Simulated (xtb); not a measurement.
B(Cl)(NHMe)(OH) (CH5BClNO), SMILES CNB(O)Cl. All values are semi-empirical tight-binding results from xtb (GFN2-xTB unless named), good for trends rather than for accurate numbers. Coordinates come from a GFN2-xTB optimisation. Other conformers were not sampled.

Optimised geometry:

```xyz
10

B     -0.0368     0.2636     0.1230
Cl     0.9883    -0.1090     1.4849
N     -0.2074    -0.7382    -0.8395
C     -0.9939    -0.7068    -2.0553
H      0.2615    -1.6204    -0.7035
H     -1.7755    -1.4701    -2.0282
H     -0.3598    -0.8867    -2.9272
H     -1.4674     0.2671    -2.1697
O     -0.5886     1.4936     0.1023
H     -1.1526     1.7040    -0.6405
```
Charge 0, spin multiplicity 1.

```
Item                                              Result
-----------------------------------------  -------------
point group as xtb finds it                           Cs
orbital gap                                      6.46 eV
dipole moment                                     5.19 D
zero-point energy                          45.4 kcal/mol
G − E(el) at 298.15 K (modified RRHO)      26.2 kcal/mol
static polarisability (D4 model)              54.4 bohr³
solvation energy, GFN2-xTB/ALPB(water)     -7.7 kcal/mol
solvation energy, GFN2-xTB/ALPB(methanol)  -8.4 kcal/mol
```

Computed atomic charges and the Wiberg bond orders between heavy atoms:
charges (e) B1 0.46, Cl2 -0.31, N3 -0.28, C4 -0.04, H5 0.18, H6 0.05, H7 0.05, H8 0.04, O9 -0.46, H10 0.31. Bond orders B1–Cl2 0.95, B1–N3 1.27, N3–C4 1.02, B1–O9 1.18.
